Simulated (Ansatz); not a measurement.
Energy needed to pull apart H$_{2}$Se$_{2}$O (SMILES [SeH]O[SeH]), closed shell, into free ground-state atoms, from the structure below (displaced at random from a GFN2-xTB minimum); no zero-point or spin–orbit terms; open-shell atoms are treated unrestricted, in their ground-state multiplicity.

```xyz
5
angstrom
Se -1.3013 -0.1506 -1.0361
O -0.3217 0.4002 0.4899
Se 1.4075 0.0057 0.7495
H -1.9129 -1.3482 -0.3750
H 2.0048 1.1646 0.2807
```

Ansatz 0.2.0; basis: def2-TZVPP; cores frozen in the correlated methods. Filled d shells of the heavier atoms are correlated. The def2 sets are not built for correlating such inner shells, so the correlated values are less sure here. B3LYP uses VWN-RPA correlation.

```
    method  atomization energy (kcal/mol)
    PBE-D4                          287.2
 r2SCAN-D4                          273.7
   PBE0-D4                          267.3
  B3LYP-D4                          272.0
r2SCANh-D4                              ?
   wB97M-V                          268.6
        HF                              ?
       MP2                          266.5
      CCSD                          250.0
   CCSD(T)                          260.5
```

(1) What does r2SCANh-D4 give? (Judge from chemistry; the value comes from the calculation.)

(2) What does HF give? (An estimate is asked for; the value comes from the calculation.)

The T1 diagnostic stays at or below 0.015.

Answers

(1) The calculation gives: 266.8 kcal/mol, which is about 6.3 kcal/mol more than CCSD(T)/def2-TZVPP.

(2) The calculation gives: 128.1 kcal/mol, which is about 132.4 kcal/mol less than CCSD(T)/def2-TZVPP.

In triple zeta the MP2 and coupled-cluster atomization energies are still short of their basis limit by a few kcal/mol a bond, whereas those of the functionals are nearly converged, so these differences are not deviations from converged CCSD(T).

For scale, one of the runs: CCSD(T)/def2-TZVPP forces, 155 basis functions (an equivalent command: `ansatz run in.yaml --threads 4`). The run took 2.4 min on 4 CPU threads (shared host), with 1.9 GiB of host memory at its peak.
